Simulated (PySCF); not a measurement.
Si(Cl)(F)2(OAc) (C₂H₃ClF₂O₂Si), SMILES CC(=O)O[Si](F)(F)Cl. Atoms are numbered in the order given.

```xyz
11

C     -3.1449     0.2154     0.4580
C     -1.7855     0.1995    -0.1752
O     -1.4933     0.6092    -1.2643
O     -0.8428    -0.3558     0.6432
Si     0.7449    -0.4335     0.1459
F      0.9007    -1.3384    -1.1605
F      1.5078    -1.1750     1.3397
Cl     1.5635     1.3844    -0.1330
H     -3.8689     0.6621    -0.2333
H     -3.4408    -0.8129     0.7140
H     -3.1037     0.7893     1.3958
```
Charge 0, spin multiplicity 1.

Geometry optimised at ωB97X-D3(BJ)/def2-SVP. One conformer was computed; it need not be the lowest.

Two levels are set side by side: PBE/pcSseg-1 (PySCF) and PBE0/pcSseg-1 (PySCF). GIAO shifts against CFCl3 (¹⁹F), H2O (¹⁷O), HCl (³⁵Cl), TMS (²⁹Si), TMS (¹H), TMS (¹³C) at the same level; non-relativistic, no solvent, atoms listed together averaged. Without spin–orbit terms, shifts of atoms bonded to Cl or Br come out too high at both levels. Differences are taken from unrounded values.

```tsv
quantity	PBE0
δ(¹³C) of C1 (ppm)	24.6
δ(¹³C) of C2 (ppm)	176.9
δ(¹⁷O) of O3 (ppm)	493.2
δ(¹⁷O) of O4 (ppm)	239.7
δ(²⁹Si) of Si5 (ppm)	-61.7
δ(³⁵Cl) of Cl8 (ppm)	44.8
```

What does PBE give, and how far is it from PBE0? (The exact figures need the calculation; the answer reports its results.)


```
quantity                PBE  PBE minus PBE0
--------------------  -----  --------------
δ(¹³C) of C1 (ppm)     24.1            -0.5
δ(¹³C) of C2 (ppm)    173.6            -3.3
δ(¹⁷O) of O3 (ppm)    491.4            -1.8
δ(¹⁷O) of O4 (ppm)    257.8            18.1
δ(²⁹Si) of Si5 (ppm)  -61.2             0.5
δ(³⁵Cl) of Cl8 (ppm)   62.2            17.4
```

Rough cost on one machine, each run with all the roots and properties that it gave: PBE0 against PBE within a factor of 2.
